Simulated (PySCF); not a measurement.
**How the functional moves excitation energies**

Species: C2H8OSi2.
SMILES with atom numbers: `[CH3:1][C:2](=[O:3])[SiH2:4][SiH3:5]` (hydrogens: H6, H7, H8 on C1; H9, H10 on Si4; H11, H12, H13 on Si5)

Linear-response calculations in the def2-SVPD basis (PySCF; singlets by full response, triplets Tamm–Dancoff, core orbitals frozen in the response; HF means time-dependent Hartree–Fock). 'Strongest' is the level of largest summed f among the singlets computed (10 roots, of which the last may lack a degenerate partner); it can jump between rows when another state enters that window. S1 is the lowest singlet of each run and needn't be the same state throughout; f(S1) is that of one state. One conformer (not necessarily the lowest) at the PBE0-D3(BJ)/def2-SVP geometry, without solvent, vibrations or thermal averaging.

| functional | kind | S1 (eV) | f(S1) | strongest (eV) | T1 (eV) | HOMO (eV) | gap (eV) | ionisation energy, ΔSCF (eV) |
| --- | --- | --- | --- | --- | --- | --- | --- | --- |
| LDA | LDA | 3.35 | 0.005 | 5.58 | 2.81 | -5.73 | 3.05 | 8.88 |
| PBE | GGA | 3.39 | 0.005 | 5.63 | 2.76 | -5.60 | 3.12 | 8.71 |
| B3LYP | global hybrid, 20% exact exchange | 3.53 | 0.004 | 6.37 | 2.91 | -6.78 | 5.16 | 8.96 |
| PBE0 | global hybrid, 25% exact exchange | 3.54 | 0.004 | 6.55 | 2.86 | -6.99 | 5.60 | 8.92 |
| BHandHLYP | global hybrid, 50% exact exchange | 3.70 | 0.004 | 7.75 | 3.07 | -8.34 | 8.14 | 8.97 |
| CAM-B3LYP | range-separated hybrid | 3.58 | 0.003 | 7.00 | 2.95 | -8.37 | 8.18 | 9.07 |
| wB97X-D | range-separated hybrid | 3.57 | 0.004 | 7.51 | 2.98 | -8.85 | 9.29 | 9.03 |
| LC-wPBE | range-separated hybrid | 3.56 | 0.003 | 7.86 | 2.88 | -9.62 | 10.61 | 9.16 |
| HF | Hartree–Fock | 3.99 | 0.004 | 8.75 | 3.31 | -10.39 | 12.63 | not settled |

S1 runs from 3.35 eV (LDA) to 3.99 eV (HF), a spread of 0.64 eV, while the orbital gap spreads over 9.6 eV. −ε(HOMO) comes closest to its own ΔSCF ionisation energy with wB97X-D (-0.18 eV) and misses most with LDA (-3.15 eV). 'Not settled' means that the ion's SCF failed to converge or may have ended in another state than the lowest.
